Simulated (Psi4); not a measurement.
C$_{3}$H$_{10}$Si, singlet, at a GFN2-xTB geometry; CCSD(T)/3-21G (Psi4 1.11).

Here is a job for Psi4.
```
memory 2 GB

molecule mol {
0 1
Si    0.042276    0.174106    0.357680
C    -0.946773    1.323303   -0.793067
C     1.759986   -0.153379   -0.394195
C    -0.887149   -1.474418    0.561715
H     0.198179    0.816165    1.676717
H    -1.082073    0.882450   -1.776987
H    -1.933493    1.531068   -0.390131
H    -0.442258    2.275261   -0.928633
H     2.350852   -0.806272    0.241215
H     1.684992   -0.627132   -1.369230
H     2.317264    0.769795   -0.521987
H    -1.021120   -1.977604   -0.392021
H    -1.872706   -1.321189    0.991059
H    -0.347882   -2.153061    1.215759
}

set {
  basis 3-21g
  reference rhf
}

energy('ccsd(t)')
print_variables()
```

**Question.** Predict the main parts of the log of this Psi4 run.

**Answer.** 
```
   => Loading Basis Set <=

    Name: 3-21G
    Role: ORBITAL
    Keyword: BASIS

         ---------------------------------------------------------
                                   SCF
               by Justin Turney, Rob Parrish, Andy Simmonett
                          and Daniel G. A. Smith
                              RHF Reference
         ---------------------------------------------------------

  ==> Geometry <==

    Molecular point group: c1
    Full point group: C1

    Geometry (in Angstrom), charge = 0, multiplicity = 1:

       Center              X                  Y                   Z               Mass
    ------------   -----------------  -----------------  -----------------  -----------------
         SI           0.040302937069     0.165980620169     0.340987451622    27.976926534650
         C           -0.948746062931     1.315177620169    -0.809759548378    12.000000000000
         C            1.758012937069    -0.161504379831    -0.410887548378    12.000000000000
         C           -0.889122062931    -1.482543379831     0.545022451622    12.000000000000
         H            0.196205937069     0.808039620169     1.660024451622     1.007825032230
         H           -1.084046062931     0.874324620169    -1.793679548378     1.007825032230
         H           -1.935466062931     1.522942620169    -0.406823548378     1.007825032230
         H           -0.444231062931     2.267135620169    -0.945325548378     1.007825032230
         H            2.348878937069    -0.814397379831     0.224522451622     1.007825032230
         H            1.683018937069    -0.635257379831    -1.385922548378     1.007825032230
         H            2.315290937069     0.761669620169    -0.538679548378     1.007825032230
         H           -1.023093062931    -1.985729379831    -0.408713548378     1.007825032230
         H           -1.874679062931    -1.329314379831     0.974366451622     1.007825032230
         H           -0.349855062931    -2.161186379831     1.199066451622     1.007825032230

  Running in c1 symmetry.

  Rotational constants: A =      0.17345  B =      0.17345  C =      0.10292 [cm^-1]
  Rotational constants: A =   5199.80686  B =   5199.80629  C =   3085.35299 [MHz]
  Nuclear repulsion =  173.767297999348045

  Charge       = 0
  Multiplicity = 1
  Electrons    = 42
  Nalpha       = 21
  Nbeta        = 21

  ==> Algorithm <==

  SCF Algorithm Type is PK.
  DIIS enabled.
  MOM disabled.
  Fractional occupation disabled.
  Guess Type is SAD.
  Energy threshold   = 1.00e-08
  Density threshold  = 1.00e-08
  Integral threshold = 1.00e-12

  ==> Primary Basis <==

  Basis Set: 3-21G
    Blend: 3-21G
    Number of shells: 42
    Number of basis functions: 60
    Number of Cartesian functions: 60
    Spherical Harmonics?: false
    Max angular momentum: 1

  ==> Integral Setup <==

  Using in-core PK algorithm.
   Calculation information:
      Number of atoms:                  14
      Number of AO shells:              42
      Number of primitives:             72
      Number of atomic orbitals:        60
      Number of basis functions:        60

      Integral cutoff                 1.00e-12
      Number of threads:                 1

  Performing in-core PK
  Using 3350730 doubles for integral storage.
  We computed 353985 shell quartets total.
  Whereas there are 408156 unique shell quartets.

  ==> DiskJK: Disk-Based J/K Matrices <==

    J tasked:                  Yes
    K tasked:                  Yes
    wK tasked:                  No
    Schwarz Cutoff:          1E-12

  Minimum eigenvalue in the overlap matrix is 1.5743418809E-02.
  Reciprocal condition number of the overlap matrix is 3.5813373883E-03.
    Using symmetric orthogonalization.

  ==> Pre-Iterations <==

  SCF Guess: Superposition of Atomic Densities via on-the-fly atomic UHF (no occupation information).

   -------------------------
    Irrep   Nso     Nmo
   -------------------------
     A         60      60
[...]
  @RHF Final Energy:  -406.20526806899579
    Total Energy =                       -406.2052680689957924
[...]
     2        -0.392212102463475    2.484e-02    0.005301    0.014946    0.014946    0.123111
     3        -0.393366566304992    5.090e-03    0.005628    0.016018    0.016018    0.124389
     4        -0.393505303192206    1.489e-03    0.005665    0.016248    0.016248    0.124753
     5        -0.393527980791119    3.716e-04    0.005673    0.016313    0.016313    0.124802
     6        -0.393527650129878    9.524e-05    0.005674    0.016329    0.016329    0.124803
     7        -0.393528598006489    2.376e-05    0.005674    0.016333    0.016333    0.124803
     8        -0.393529012830752    7.274e-06    0.005675    0.016335    0.016335    0.124803
     9        -0.393528892927682    1.948e-06    0.005675    0.016336    0.016336    0.124803
    10        -0.393528864670590    6.017e-07    0.005675    0.016336    0.016336    0.124802
    11        -0.393528873665006    1.450e-07    0.005675    0.016336    0.016336    0.124802
    12        -0.393528878898973    4.064e-08    0.005675    0.016336    0.016336    0.124803

    Iterations converged.

    Largest TIA Amplitudes:
             20   0         0.0086854666
             19   1         0.0086854547
             18   3        -0.0084669795
             11  12         0.0076779786
             13   0        -0.0067884388
             14   1         0.0067884221
             12   6         0.0066068780
             17  22         0.0059856230
             12  25        -0.0057726306
             17  31         0.0055369186

    Largest TIjAb Amplitudes:
     18  18   3   3        -0.0435593811
     11  11  12  12        -0.0259976092
     18  18  12  12        -0.0248775281
     20  20  12  12        -0.0219261505
     19  19  12  12        -0.0219261111
     17  17  11  11        -0.0185593147
     20  20   0   0        -0.0184878556
     19  19   1   1        -0.0184878280
     18  18   3  12        -0.0183065015
     18  18  12   3        -0.0183065015

    SCF energy       (wfn)                    = -406.205268068995792
    Reference energy (file100)                = -406.205268068996304

    Opposite-spin MP2 correlation energy      =   -0.274662796403342
    Same-spin MP2 correlation energy          =   -0.065823424930526
    Singles MP2 correlation energy            =   -0.000000000000000
    MP2 correlation energy                    =   -0.340486221333868
      * MP2 total energy                      = -406.545754290330194

    Opposite-spin CCSD correlation energy     =   -0.333599886011114
    Same-spin CCSD correlation energy         =   -0.059928992887859
    Singles CCSD correlation energy           =    0.000000000000000
    CCSD correlation energy                   =   -0.393528878898973
      * CCSD total energy                     = -406.598796947895266

            **************************
            *                        *
            *        CCTRIPLES       *
            *                        *
            **************************

    Wave function   =    CCSD_T
    Reference wfn   =      RHF

    Nuclear Rep. energy (wfn)                =  173.767297999348045
    SCF energy          (wfn)                = -406.205268068995792
    Reference energy    (file100)            = -406.205268068996304
    CCSD energy         (file100)            =   -0.393528878898973
    Total CCSD energy   (file100)            = -406.598796947895266

    Number of ijk index combinations:             1771
    Approx. words needed per explicit thread:          237276
    Number of threads for explicit ijk threading:    1

    MKL num_threads set to 1 for explicit threading.

    (T) energy                                =   -0.008634373059914
      * CCSD(T) total energy                  = -406.607431320955186

  Variable Map:
  ----------------------------------------------------------------------------
[...]
  Array Variable Map:
  ----------------------------------------------------------------------------
[...]
[...]
```
